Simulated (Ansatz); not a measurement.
C2H4AlNO (`[CH3][AlH][N]=C=O`), relaxed with RKS PBE-D4/def2-SVP in the Gaussian-basis code of Ansatz from a rough embedded geometry. The force threshold is 0.03 eV/Å; the program also tests the step.

Total charge 0; spin multiplicity 1.

Start:

```xyz
9

C    -0.018    0.283   -1.369
Al   -0.356    0.950    0.442
N    -0.095   -0.208    1.918
C     0.278   -1.421    1.841
O     0.704   -2.568    1.601
H    -0.139    1.099   -2.116
H     1.101   -0.014   -1.424
H    -0.599   -0.602   -1.578
H    -0.876    2.482    0.685
```

```tsv
step	energy (eV)	largest force (eV/Å)	largest move (Å)
1	-12257.4888	4.953	0.000
2	-12257.9026	1.299	0.164
3	-12257.9803	0.493	0.074
4	-12258.0290	0.566	0.167
5	-12258.0572	1.131	0.194
6	-12258.0872	0.560	0.200
7	-12258.1222	0.193	0.200
8	-12258.1470	0.433	0.200
9 (rejected)	-12258.1214	1.313	0.197
10	-12258.1540	0.064	0.098
11	-12258.1558	0.008	0.063
12	-12258.1560	0.112	0.068
13 (rejected)	-12258.1559	0.055	0.014
14	-12258.1564	0.027	0.007
```

End:

```xyz
9

C    -0.011    0.499   -1.626
Al   -0.264    0.755    0.294
N     0.067   -0.634    1.387
C     0.287   -1.560    2.139
O     0.502   -2.465    2.872
H    -0.346    1.375   -2.218
H     1.061    0.323   -1.861
H    -0.560   -0.396   -1.989
H    -0.735    2.101    1.004
```

Run time 13 s (2 threads of a server CPU on a shared host); peak host memory 0.17 GiB.
